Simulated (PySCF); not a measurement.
UHF on Ni²⁺ (nickel, charge +2)

Configuration: [Ar] 3d8, high-spin 3F determinant. All numbers are calculated (PySCF 2.14, no relativity, point nucleus, in pcseg-2 (6s4p3d2f1g, 56 functions)).

* Total energy: -1506.010936 hartree
* One-electron energy: -2074.5647 hartree
* Hartree (Coulomb) energy: 629.9949 hartree
* Exchange energy: -61.4412 hartree
* Kinetic energy: 1508.05935 hartree
* ⟨S²⟩: 2.0029
* ⟨L²⟩: 12.024
* Sum of ⟨r⟩: 15.68 bohr
* Sum of ⟨r²⟩: 15.38 bohr²
* Density at the nucleus (Gaussians lack the cusp): 14800 bohr⁻³
* Spin density at the nucleus: 0.133 bohr⁻³
* Langevin diamagnetic susceptibility: -12.2 ×10⁻⁶ cm³/mol
* Time after the integrals: 0.4 s of wall time on 1 thread of Neoverse-N1 (shared host)

```tsv
shell	electrons	mean orbital energy (hartree)	spread (hartree)	rms radius, mean of both spins (bohr)
1s α	1	-306.23645	0	0.0635
1s β	1	-306.23453	0	0.0635
2s α	1	-38.59027	0	0.269
2s β	1	-38.51068	0	0.269
2p α	3	-33.61921	0	0.240
2p β	3	-33.54120	0	0.240
3s α	1	-5.68068	0	0.807
3s β	1	-5.48357	0	0.807
3p α	3	-4.10196	0	0.853
3p β	3	-3.86437	0	0.853
3d α	5	-1.45346	0.05563	1.07
3d β	3	-1.35782	0	1.07
```
